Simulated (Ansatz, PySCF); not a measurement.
C₄H₁₃AlN, charge +1, singlet, at a GFN2-xTB geometry (such geometries of metal compounds can be far from the true shape). Base run: PySCF with MP2/STO-3G.

Here is a job for PySCF.
```python
from pyscf import gto, scf, mp

mol = gto.Mole()
mol.atom = '''
    Al   -1.403979   -0.718322   -0.459460
    H    -2.218074   -1.383080    0.642568
    H    -1.671128   -0.579951   -1.954165
    C    -0.610684    1.910747    0.470174
    C     0.530314    1.196937   -0.235627
    N     0.468762   -0.262524   -0.002141
    C     1.446006   -0.935581   -0.870466
    C     0.696851   -0.608865    1.406109
    H    -1.567956    1.393170    0.247047
    H    -0.481918    1.950668    1.549047
    H    -0.699516    2.931659    0.105200
    H     0.434976    1.354635   -1.318247
    H     1.498764    1.595773    0.084394
    H     1.182593   -0.764447   -1.918277
    H     1.428179   -2.009987   -0.684879
    H     2.457067   -0.563115   -0.691799
    H     1.631035   -0.182195    1.777245
    H    -0.136525   -0.251240    2.019805
    H     0.737967   -1.695456    1.508890
'''
mol.basis = 'sto-3g'
mol.charge = 1
mol.spin = 0
mol.verbose = 4
mol.build()

mf = scf.RHF(mol)
mf.kernel()

pt = mp.MP2(mf)
pt.kernel()
print('E(MP2) = %.10f' % pt.e_tot)
```

The same geometry, method and basis name were run in Ansatz (an electronic-structure program) and PySCF, at each program's defaults and at the settings that a row names. The base is PySCF at its defaults. Differences at the defaults can come from grids, fitting, cores and function types together.

```json
[
 {"code and settings": "PySCF, defaults (exact integrals, spherical functions, all electrons correlated)", "ΔE vs base (mEh)": "0.000", "basis functions": "47", "E (Eh)": "-450.17821", "SCF cycles": "8"},
 {"code and settings": "Ansatz, defaults (factorised integrals, spherical functions, frozen core)", "ΔE vs base (mEh)": "10.235", "basis functions": "47", "E (Eh)": "-450.16797", "SCF cycles": "-"},
 {"code and settings": "PySCF, frozen core", "ΔE vs base (mEh)": "10.196", "basis functions": "47", "E (Eh)": "-450.16801", "SCF cycles": "8"},
 {"code and settings": "Ansatz, high accuracy, frozen core", "ΔE vs base (mEh)": "10.197", "basis functions": "47", "E (Eh)": "-450.16801", "SCF cycles": "-"}
]
```
